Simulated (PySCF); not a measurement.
## Vertical excitation energies

Species: C6H12P (charge +1).
Atom-mapped SMILES: `[CH3:1][CH2:2][P@@+:3]1([CH3:4])[CH:5]=[C:6]1[CH3:7]` (hydrogens: H8, H9, H10 on C1; H11, H12 on C2; H13, H14, H15 on C4; H16 on C5; H17, H18, H19 on C7)

Method used: PySCF 2.14.0, density-fitted response routines, TDDFT wB97X-D/def2-SVPD, vertical, gas phase, core orbitals frozen in the response. Isolated species at its GFN2-xTB geometry (one conformer only). Torsions of this conformer, `[CH3:1][CH2:2][P@@+:3]1([CH3:4])[CH:5]=[C:6]1[CH3:7]`: C1–C2–P3–C4 -176°.

| state | E (eV) | E (hartree) | f | main configurations (H = HOMO, L = LUMO) |
| --- | --- | --- | --- | --- |
| S1 | 6.37 | 0.2340 | 0.0067 | H-1→L (96%) |
| S2 | 6.89 | 0.2532 | 0.0074 | H→L+1 (90%) |
| S3 | 7.04 | 0.2589 | 0.088 | H→L (80%) |
| S4 | 7.48 | 0.2748 | 0.0011 | H-2→L (59%), H-4→L (30%) |
| S5 | 7.81 | 0.2868 | 0.218 | H-1→L+1 (89%) |
| S6 | 8.30 | 0.3051 | 0.050 | H→L+2 (77%), H→L+3 (12%) |
| S7 | 8.50 | 0.3123 | 0.022 | H-2→L+1 (59%), H-1→L+2 (13%), H-4→L (9%) |
| S8 | 8.65 | 0.3180 | 0.031 | H-1→L+2 (70%) |

Triplets (Tamm–Dancoff): T1 4.90 eV, H→L (88%); T2 5.93 eV, H-1→L (95%); T3 6.12 eV, H-1→L+1 (91%).

The lowest singlet comes at 195 nm (614 kJ/mol) in the vacuum ultraviolet; it is weak; its leading configuration is HOMO-1→LUMO (96%). The most intense listed level is S5 at 7.81 eV (159 nm, f = 0.218), 1.44 eV above S1. Löwdin shares by element: HOMO carbon 61% or more, phosphorus 10% (atoms not listed hold the other 29%); LUMO carbon 77% or more, phosphorus 6% (atoms not listed hold the other 17%). Orbital energies (eV): HOMO-3 -16.42, HOMO-2 -16.02, HOMO-1 -15.00, HOMO -14.80, LUMO -3.33, LUMO+1 -2.88, LUMO+2 -1.95. Weighted by f, the mean energy of these states is 7.76 eV. The oscillator strengths of these states sum to 0.423; summed over the whole spectrum of an exact calculation they would give the number of electrons, 62 (Thomas–Reiche–Kuhn). Singlets were solved by full linear response, triplets in the Tamm–Dancoff approximation.
